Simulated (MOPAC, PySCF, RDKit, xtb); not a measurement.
Complex: N2 (SMILES N#N) (first 2 atoms) with H4OSi (SMILES O[SiH3]); geometry from B3LYP-D3(BJ)/def2-TZVP, rigid monomers moved along the line of their centres of mass till N2···H5 is 2.57 Å.
(charge 0, multiplicity 1):
```xyz
8

N      0.153    -0.646    -1.146
N      0.360    -0.463    -0.091
O      0.860     0.137     3.344
Si    -0.534     0.251     4.218
H      0.793    -0.028     2.399
H     -1.394     1.363     3.741
H     -0.124     0.502     5.614
H     -1.331    -1.000     4.148
```

Counterpoise-corrected where a basis set is named; no monomer relaxation. Rows marked so take none.

Rows in 6-31G* carry no dispersion term and start afresh at each structure (6-31G* with six Cartesian d functions). The state that PM7 reach isn't checked; PM7 holds dispersion and hydrogen-bond terms.

Run with MOPAC for PM7 (differences of heats of formation); PySCF for 6-31G* rows; RDKit for the force fields; xtb for the GFN methods. Values without a source in brackets are computed.

Task: One of these levels gives -1.2 kJ/mol for the interaction energy. Name it.
(A) GFN-FF
(B) MMFF94
(C) HF/6-31G* (no counterpoise)
(D) PM7

Result: B, MMFF94. The others give -5.9 (GFN-FF), -12.2 (PM7), -4.5 (HF/6-31G* (no counterpoise))
